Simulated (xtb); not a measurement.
CH4N, doublet, from a rough starting geometry; GFN2-xTB in xtb 6.7.1.

The xtb input:
```
$ xtb mol.xyz --gfn 2 --uhf 1 --opt vtight --json

# file mol.xyz
6

C     -0.68286645     0.04978470    -0.10997447
N      0.67433350    -0.04688080     0.19437618
H     -1.24717610    -0.79563603     0.05044433
H     -1.11905013     0.99649624     0.08723211
H      1.25799728     0.75806113    -0.10504097
H      1.11387720    -0.90929714    -0.05519929
```

What does xtb print? Leave out banner, timings and long lists.


```
   ID    Z sym.   atoms
    1    6 C      1
    2    7 N      2
    3    1 H      3-6

           -------------------------------------------------
          |                Calculation Setup                |
           -------------------------------------------------

           -------------------------------------------------
          |                 G F N 2 - x T B                 |
           -------------------------------------------------

          ...................................................
          :                      SETUP                      :
          :.................................................:
          :  # basis functions                  12          :
          :  # atomic orbitals                  12          :
          :  # shells                            8          :
          :  # electrons                        13          :
          :  max. iterations                   250          :
          :  Hamiltonian                  GFN2-xTB          :
          :  restarted?                      false          :
          :  GBSA solvation                  false          :
          :  PC potential                    false          :
          :  electronic temp.          300.0000000     K    :
          :  accuracy                    1.0000000          :
          :  -> integral cutoff          0.2500000E+02      :
          :  -> integral neglect         0.1000000E-07      :
          :  -> SCF convergence          0.1000000E-05 Eh   :
          :  -> wf. convergence          0.1000000E-03 e    :
          :  Broyden damping             0.4000000          :
          :  net charge                          0          :
          :  unpaired electrons                  1          :
          ...................................................

 iter      E             dE          RMSdq      gap      omega  full diag
   1     -7.0539653 -0.705397E+01  0.372E+00    8.73       0.0  T
   2     -7.0970033 -0.430380E-01  0.260E+00    7.97       1.0  T
   3     -7.1026727 -0.566935E-02  0.152E+00    8.30       1.0  T
   4     -7.1029168 -0.244075E-03  0.271E-01    8.32       1.0  T
   5     -7.1029423 -0.255421E-04  0.775E-02    8.26       1.0  T
   6     -7.1029483 -0.601187E-05  0.366E-02    8.29       1.1  T
   7     -7.1029528 -0.449471E-05  0.398E-03    8.29      10.3  T
   8     -7.1029528 -0.190059E-07  0.214E-03    8.28      19.0  T
   9     -7.1029528 -0.192900E-07  0.162E-04    8.28     252.4  T
  10     -7.1029528  0.766676E-11  0.545E-05    8.28     749.4  T

   *** convergence criteria satisfied after 10 iterations ***

         :::::::::::::::::::::::::::::::::::::::::::::::::::::
         ::                     SUMMARY                     ::
         :::::::::::::::::::::::::::::::::::::::::::::::::::::
         :: total energy              -7.002719814230 Eh    ::
         :: gradient norm              0.057437775890 Eh/a0 ::
         :: HOMO-LUMO gap              8.283823462640 eV    ::
         ::.................................................::
         :: SCC energy                -7.102952812190 Eh    ::
         :: -> isotropic ES            0.008955979185 Eh    ::
         :: -> anisotropic ES          0.002836506475 Eh    ::
         :: -> anisotropic XC          0.005421942424 Eh    ::
         :: -> dispersion             -0.001334433924 Eh    ::
         :: repulsion energy           0.100232997960 Eh    ::
         :: add. restraining           0.000000000000 Eh    ::
         :: total charge               0.000000000000 e     ::
         :::::::::::::::::::::::::::::::::::::::::::::::::::::

      -----------------------------------------------------------
     |                   =====================                   |
     |                        A N C O P T                        |
     |                   =====================                   |
     |               Approximate Normal Coordinate               |
     |                Rational Function Optimizer                |
      -----------------------------------------------------------
      -----------------------------------------------------------
     |                   =====================                   |
     |                        A N C O P T                        |
     |                   =====================                   |
     |               Approximate Normal Coordinate               |
     |                Rational Function Optimizer                |
      -----------------------------------------------------------

          ...................................................
          :                      SETUP                      :
          :.................................................:
          :   optimization level         verytight          :
          :   max. optcycles                   200          :
          :   ANC micro-cycles                  20          :
          :   degrees of freedom                12          :
          :.................................................:
          :   RF solver                   davidson          :
          :   write xtbopt.log                true          :
          :   linear?                        false          :
          :   energy convergence         0.1000000E-06 Eh   :
          :   grad. convergence          0.2000000E-03 Eh/α :
          :   maxmium RF displ.          1.0000000          :
          :   Hlow (freq-cutoff)         0.1000000E-01      :
          :   Hmax (freq-cutoff)         5.0000000          :
          :   S6 in model hess.         20.0000000          :
          ...................................................

generating ANC from exact Hessian ...
Using Lindh-Hessian (1995)
 Shifting diagonal of input Hessian by    0.0000000000000000
 Lowest  eigenvalues of input Hessian
    0.000000    0.000000    0.000000    0.000000    0.000000    0.000000
    0.026297    0.077587    0.082443    0.118490    0.187411    0.197501
[...]
 * total energy  :    -7.0027198 Eh     change       -0.1061640E-10 Eh
 * total energy  :    -7.0048443 Eh     change       -0.2124472E-02 Eh
 * total energy  :    -7.0049846 Eh     change       -0.1403227E-03 Eh
 * total energy  :    -7.0050003 Eh     change       -0.1566161E-04 Eh
 * total energy  :    -7.0050049 Eh     change       -0.4619996E-05 Eh
 * total energy  :    -7.0050058 Eh     change       -0.8618366E-06 Eh
 * total energy  :    -7.0050058 Eh     change       -0.6129989E-07 Eh
   *** GEOMETRY OPTIMIZATION CONVERGED AFTER 7 ITERATIONS ***
[...]
          :  # electrons                        13          :
          :  max. iterations                   250          :
          :  Hamiltonian                  GFN2-xTB          :
          :  restarted?                      false          :
          :  GBSA solvation                  false          :
          :  PC potential                    false          :
          :  electronic temp.          300.0000000     K    :
          :  accuracy                    1.0000000          :
          :  -> integral cutoff          0.2500000E+02      :
          :  -> integral neglect         0.1000000E-07      :
          :  -> SCF convergence          0.1000000E-05 Eh   :
          :  -> wf. convergence          0.1000000E-03 e    :
          :  Broyden damping             0.4000000          :
          :  net charge                          0          :
          :  unpaired electrons                  1          :
          ...................................................

 iter      E             dE          RMSdq      gap      omega  full diag
   1     -7.0978642 -0.709786E+01  0.155E-05    8.65       0.0  T
   2     -7.0978642 -0.479616E-13  0.852E-06    8.65    4792.0  T
   3     -7.0978642 -0.444089E-14  0.189E-06    8.65   21547.2  T

   *** convergence criteria satisfied after 3 iterations ***

         :::::::::::::::::::::::::::::::::::::::::::::::::::::
         ::                     SUMMARY                     ::
         :::::::::::::::::::::::::::::::::::::::::::::::::::::
         :: total energy              -7.005005813225 Eh    ::
         :: gradient norm              0.000050275418 Eh/a0 ::
         :: HOMO-LUMO gap              8.648333076253 eV    ::
         ::.................................................::
         :: SCC energy                -7.097864145232 Eh    ::
         :: -> isotropic ES            0.008906979648 Eh    ::
         :: -> anisotropic ES          0.002967739018 Eh    ::
         :: -> anisotropic XC          0.005766280812 Eh    ::
         :: -> dispersion             -0.001337947924 Eh    ::
         :: repulsion energy           0.092858332007 Eh    ::
         :: add. restraining           0.000000000000 Eh    ::
         :: total charge               0.000000000000 e     ::
         :::::::::::::::::::::::::::::::::::::::::::::::::::::

           -------------------------------------------------
          |                Property Printout                |
           -------------------------------------------------

    * Orbital Energies and Occupations

         #    Occupation            Energy/Eh            Energy/eV
      -------------------------------------------------------------
         1        2.0000           -0.6169112             -16.7870
         2        2.0000           -0.5640396             -15.3483
         3        2.0000           -0.5339202             -14.5287
         4        2.0000           -0.4849452             -13.1960
         5        2.0000           -0.4389038             -11.9432
         6        2.0000           -0.4381840             -11.9236
         7        1.0000           -0.2627495              -7.1498 (HOMO)
         8                          0.0550709               1.4986 (LUMO)
         9                          0.1757253               4.7817
        10                          0.1791481               4.8749
        11                          0.2693578               7.3296
        12                          0.3654765               9.9451
      -------------------------------------------------------------
                  HL-Gap            0.3178204 Eh            8.6483 eV
             Fermi-level           -0.2271530 Eh           -6.1811 eV

     #   Z          covCN         q      C6AA      α(0)
     1   6 C        2.762    -0.102    30.540     9.050
     2   7 N        2.630    -0.246    26.412     7.633
     3   1 H        0.926     0.018     2.770     2.603
     4   1 H        0.926     0.018     2.770     2.603
     5   1 H        0.860     0.156     1.360     1.827
     6   1 H        0.860     0.156     1.360     1.827

 Mol. C6AA /au·bohr⁶  :        265.823144
 Mol. C8AA /au·bohr⁸  :       5393.846337
 Mol. α(0) /au        :         25.541675

Wiberg/Mayer (AO) data.
largest (>0.10) Wiberg bond orders for each atom

 ---------------------------------------------------------------------------
     #   Z sym  total        # sym  WBO       # sym  WBO       # sym  WBO
 ---------------------------------------------------------------------------
     1   6 C    3.325 --     2 N    1.347     3 H    0.984     4 H    0.984
     2   7 N    3.270 --     1 C    1.347     6 H    0.959     5 H    0.959
     3   1 H    1.000 --     1 C    0.984
     4   1 H    1.000 --     1 C    0.984
     5   1 H    0.976 --     2 N    0.959
     6   1 H    0.976 --     2 N    0.959
 ---------------------------------------------------------------------------

Topologies differ in total number of bonds
Writing topology from bond orders to xtbtopo.mol

molecular dipole:
                 x           y           z       tot (Debye)
 q only:        0.422      -0.032      -0.119
   full:        0.512      -0.039      -0.214       1.414
molecular quadrupole (traceless):
                xx          xy          yy          xz          yz          zz
 q only:        0.708      -0.018       0.340      -0.397       0.023      -1.048
  q+dip:        0.726       0.073       1.574      -1.434       0.093      -2.300
   full:        0.921       0.038       1.298      -1.381       0.090      -2.219

optimized geometry written to: xtbopt.xyz

           -------------------------------------------------
          | TOTAL ENERGY               -7.005005813225 Eh   |
          | GRADIENT NORM               0.000050275418 Eh/α |
          | HOMO-LUMO GAP               8.648333076253 eV   |
           -------------------------------------------------

normal termination of xtb
```
